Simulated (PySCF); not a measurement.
H₄N₂Se, SMILES N[Se]N.

The structure is a stationary point at B3LYP-D3(BJ)/def2-TZVP. The values are those of a single conformer.

These are B3LYP-D3(BJ)/def2-TZVP run with PySCF values and carry that method's errors.

Frequencies are harmonic and unscaled.

Computed vibrational spectrum:
```
mode  ν (cm⁻¹)  IR (km/mol)  moving atoms (share of kinetic energy)
----  --------  -----------  --------------------------------------
1          251          1.5                 N 59 %, H 26 %, Se 15 %
2          389          0.0                                  H 99 %
3          436         67.4                          H 86 %, N 12 %
4          505        363.2                 N 54 %, H 35 %, Se 10 %
5          561          6.8                          N 70 %, H 26 %
6          715         15.5                 H 57 %, N 33 %, Se 10 %
7          769         58.1                 H 55 %, N 34 %, Se 10 %
8          997          5.2                           H 90 %, N 8 %
9         1005          0.0                                  H 93 %
10        1580          6.5                           H 92 %, N 8 %
11        1591         26.4                                  H 92 %
12        3498          2.5                                  H 96 %
13        3500          2.7                                  H 96 %
14        3602         32.8                           H 91 %, N 9 %
15        3607          0.0                           H 91 %, N 9 %
```
